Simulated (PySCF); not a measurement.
Species: C3H6FOSi (charge -1).
SMILES with atom numbers: `[CH2:1]=[C:2]([CH3:3])[O:4][SiH-:5][F:6]`

Structure used (GFN2-xTB), in Å, numbered top down from 1:
```
atom  x, y, z in Å
C1    -1.2946   -0.6823   -1.2714
C2    -0.3889   -0.2532   -0.3755
C3    -0.8211    0.4362    0.8924
O4     0.8912   -0.4084   -0.5496
Si5    2.1040   -0.1722    0.6743
F6     3.3932   -0.3637   -0.4001
H7    -0.9946   -1.1788   -2.1784
H8    -2.3508   -0.5440   -1.1100
H9    -0.4376    1.4566    0.9062
H10   -1.9051    0.4529    0.9934
H11   -0.3571   -0.0866    1.7329
H12    2.1626    1.3428    0.6597
```

A calculation gives these core lines: C 1s: 284.79 (area 1), 286.66 (area 1), 287.41 (area 1) eV; O 1s: 533.04 eV; F 1s: 685.82 eV; Si 1s: 1841.24 eV; Si 2p3/2: 101.20 eV.

Computed, not measured: delta-SCF UKS SCAN, pcX-2 on the ionised atom, pcseg-1 elsewhere, spin-free X2C (PySCF). Isolated species at its GFN2-xTB geometry (one conformer only).

(1) Assign the C 1s lines to atoms.

## Answers

(1) 284.79 eV: C1 (terminal =CH2 carbon); 286.66 eV: C3 (allylic carbon); 287.41 eV: C2 (vinylic carbon bearing oxygen). Lowest listed C 1s: C1, bonded to C (double bond) and 2 H. Highest, 2.62 eV above it: C2, bonded to O, C (double bond) and C.

Bonded neighbours of each site: C1: C (double bond) and 2 H; C2: O, C (double bond) and C; C3: C and 3 H; O4: C and Si; Si5: F, O and H; F6: Si.

**Question.** What is the C 1s shift of C1 against C3?

**Answer.** 284.79 − 286.66 = -1.87 eV, or -180 kJ/mol.

Spin contamination (⟨S²⟩ against 0.75 for a pure doublet) is marked for C 1s of C2 (0.98), which makes this value less certain. The 2p values aren't plain energy differences: one relaxed spin-free 2p hole is combined with a matrix within the shell (ground-state 2p orbital-energy differences and spin–orbit coupling). 2p3/2, the mean of its two sublevels, lies a third of the splitting below the shell's mean and 2p1/2 two thirds above it; the statistical areas are 2:1. 2p1/2 minus 2p3/2 (ligand field included): Si 0.63 eV. The species carries charge -1, so core ionisation leaves a neutral species. The basis sets have no added diffuse functions.

Time: 87 s of wall time; peak memory 0.53 GiB. Hardware: one thread, Arm Neoverse N1 (aarch64), shared host with 64 logical CPUs at a one-minute load of 60.
